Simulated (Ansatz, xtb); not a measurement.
Relative energy of two isomers of C5H4O2S

We compare a, `O=C(O)c1ccsc1`, a singlet, with b, `O=c1cccc(S)o1`, a singlet. Both are isolated molecules in the gas phase, relaxed with r2SCAN-D4/def2-SVP; the shapes shown needn't be the lowest conformers.

a (Å):

```xyz
12

C    -0.6482   -0.1343    1.1893
C     0.2207    0.3909    0.1203
C    -0.3005    1.0928   -1.0105
C     0.6861    1.4890   -1.8756
C     1.5983    0.2708    0.0853
O    -1.8542   -0.0257    1.2133
O     0.0487   -0.7632    2.1621
S     2.2509    1.0087   -1.3161
H    -0.6124   -1.0665    2.8076
H    -1.3662    1.2813   -1.1500
H     0.5885    2.0369   -2.8130
H     2.2403   -0.2156    0.8190
```

b (Å):

```xyz
12

C    -0.0686   -0.0273    1.5168
C    -0.8267   -0.6755    0.4831
C    -0.6537   -0.3582   -0.8403
C     0.2802    0.6242   -1.2589
C     1.0114    1.2512   -0.2800
O    -0.0838   -0.1724    2.7057
O     0.8675    0.9668    1.0095
S     2.2067    2.4892   -0.6355
H    -1.5424   -1.4297    0.8148
H    -1.2508   -0.8746   -1.5987
H     0.4224    0.8809   -2.3090
H     2.5366    2.6794    0.6611
```

**Question.** Which of the two would you expect CCSD(T)/def2-SVP + ΔMP2/def2-TZVPP electronic energies to favour?

**Answer.** Structure a; the calculation gives E(b) − E(a) = +98.6 kJ/mol.

How the difference moves with the method:

```
                             level            geometry  E(b) − E(a) (kJ/mol)  departure from the last row (kJ/mol)  job, with rough time for the two
                          GFN2-xTB            GFN2-xTB                   +18.4                                 −80.2             optimisation, 0.095 s
                         HF/STO-3G            GFN2-xTB                   +38.4                                 −60.1              single point, 0.22 s
      r2SCAN-D4/def2-SVP//GFN2-xTB            GFN2-xTB                   +67.7                                 −30.8               single point, 1.2 s
                r2SCAN-D4/def2-SVP  r2SCAN-D4/def2-SVP                   +66.9                                 −31.6               optimisation, 9.9 s
                       HF/def2-SVP  r2SCAN-D4/def2-SVP                   +79.1                                 −19.4           part of the CCSD(T) run
                      MP2/def2-SVP  r2SCAN-D4/def2-SVP                  +102.2                                  +3.6           part of the CCSD(T) run
                  CCSD(T)/def2-SVP  r2SCAN-D4/def2-SVP                   +86.7                                 −11.8                      single point
CCSD(T)/def2-SVP + ΔMP2/def2-TZVPP  r2SCAN-D4/def2-SVP                   +98.6                                                      single point, 22 s
```

As drawn, b has 1 C–C, 2 C=C, 1 C–S, 1 C–O, 1 S–H in place of 3 C∷C, 2 C∷S, 1 O–H (∷ is an aromatic bond). Structure a has a 5-membered ring (with an aromatic ring), b a 6-membered ring.

The levels shown agree on the order. The largest departure from CCSD(T)/def2-SVP + ΔMP2/def2-TZVPP is that of GFN2-xTB, 80.2 kJ/mol. The last row adds to CCSD(T) the change of the MP2 difference between the two basis sets, here +11.8 kJ/mol.

With thermal terms from frequencies at re-optimised GFN2-xTB minima (ideal gas, soft modes damped towards free rotors, one conformer each, 298.15 K, 1 atm): the zero-point term adds −6.8 kJ/mol; ΔH is +91.9 and ΔG +92.7 kJ/mol.

The correlated steps freeze 12 core orbitals. Codes used: Ansatz 0.2.0, xtb 6.7.1; the last row on 4 threads of AMD EPYC 9R45 96-Core Processor (Zen 5) on a shared host.
